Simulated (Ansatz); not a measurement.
Reactions of `C[S][Al]([F])[SiH3]`.

Gas-phase electronic energies from Ansatz, PBE0-D4/def2-TZVP geometries. CBS: MP2 limit from def2 TZ/QZ plus the TZ coupled-cluster correction, frozen cores. This one scheme is used for every species. Functionals use def2-TZVPP. Elements past krypton have def2 core potentials. For Mg, Sn outer-core shells are correlated without core-valence functions, which leaves a few kJ/mol of doubt a bond. One conformer a species, not always the lowest.

```
                                                                                   reaction  ωB97M-V (kJ/mol)
                         `C[S][Al]([F])[SiH3]` + `CB(C)O` → `CB(C)O[SiH3]` + `C[S][AlH][F]`               -76
        `C[S][Al]([F])[SiH3]` + `[OH][AlH][CH2]F` → `F[CH2][AlH][O][SiH3]` + `C[S][AlH][F]`              -102
`C[S][Al]([F])[SiH3]` + `C[SiH2][SnH2][CH3]` → `C[SiH2][Al]([F])[SiH3]` + `C[S][SnH2][CH3]`                81
            `C[S][Al]([F])[SiH3]` + `[NH2][Mg][OH]` → `[NH2][Mg][O][SiH3]` + `C[S][AlH][F]`              -117
```

(1) Give the CCSD(T)/CBS values in the same order. (Best estimate.)

Largest T1 diagnostic: 0.013, for `C[SiH2][Al]([F])[SiH3]`.

Answers

(1) Computed: -72, -97, 77, -115 kJ/mol.
